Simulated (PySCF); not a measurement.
Consider 3-(methylthio)aniline, `CSc1cccc(N)c1` (C7H9NS). Numbering: `[CH3:1][S:2][c:3]1[cH:4][cH:5][cH:6][c:7]([NH2:8])[cH:9]1` These are map numbers, not IUPAC locants.

Level of theory: ωB97X-D3(BJ)/def2-TZVP single points in PySCF, grid level 2; every species was optimised with PBE0-D3(BJ)/def2-SVP. ωB97X-D3(BJ) is ωB97X-V with D3(BJ) in place of VV10. Zero-point and thermal terms (298.15 K, 1 bar) come from unscaled GFN2-xTB harmonic frequencies, with soft modes damped to free rotors in the entropy. These were taken at the GFN2-xTB minima.

Rank these of its sites by proton affinity, highest first.
A. C9 (aromatic carbon)
B. C4 (aromatic carbon)
C. S2 (sulfide sulfur)

B (938 kJ/mol), A (905 kJ/mol), C (880 kJ/mol).

Not ranked, since the method can't order them against a listed neighbour: C6 (931 kJ/mol), N8 (900 kJ/mol).

For C4 (aromatic carbon), what are ΔE (electronic) and ΔG(298 K) of removing the proton again?

ΔE = 960 and ΔG = 906 kJ/mol, beside ΔH = 938 kJ/mol. The protonated species is `C/[S+]=C1\C=C(N)C=CC1`.

Of those listed, which site of protonation is favoured in water (IEF-PCM), and by how much?

C4 (aromatic carbon), by 25 kJ/mol over C9 (aromatic carbon); the gas phase favours the same one.

Caveats: the order of C4 and C6, of C9 and N8 is undecided: the gaps lie inside the method's error (some 10 kJ/mol, one structure a species).
